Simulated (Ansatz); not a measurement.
Total energies of the cluster Al3P4⁻ from Ansatz at PBE0-D4/def2-TZVPD, gas phase (1 Eh = 27.2114 eV = 2625.5 kJ/mol). The reference geometry is relaxed at r2SCAN-D4/def2-SVPD.

Cartesian coordinates in Å:
```
Al 0.6231 -0.2152 -1.4992
Al -1.1175 1.0176 0.6287
Al 0.7656 -0.7602 1.0661
P -0.0978 0.6902 2.6184
P 2.4328 -1.0965 -0.4711
P -1.4398 -0.9223 -0.6436
P -1.1664 1.2864 -1.6994
```

```
            state                        geometry  energy (Eh)
charge -1 singlet                       reference  -2092.11871
 charge 0 doublet                       reference  -2092.01088
charge -1 triplet  relaxed at r2SCAN-D4/def2-SVPD  -2092.10036
charge -1 quintet  relaxed at r2SCAN-D4/def2-SVPD  -2092.05363
```

Task: Work out the vertical ionisation energy to the doublet.

Result: E(charge 0 doublet) − E(charge -1 singlet) = -2092.01088 − (-2092.11871) = 0.10783 Eh = 2.93 eV. For comparison, −ε of the highest occupied level is 1.59 eV at this level, 1.34 eV less.

Task: Which of the charge -1 states is lowest, and how far above it are the others?

Result: The singlet. triplet: -2092.10036 − (-2092.11871) = 0.01835 Eh = 48.2 kJ/mol; quintet: -2092.05363 − (-2092.11871) = 0.06508 Eh = 170.9 kJ/mol.

The structure comes from a short search, and lower isomers may exist.
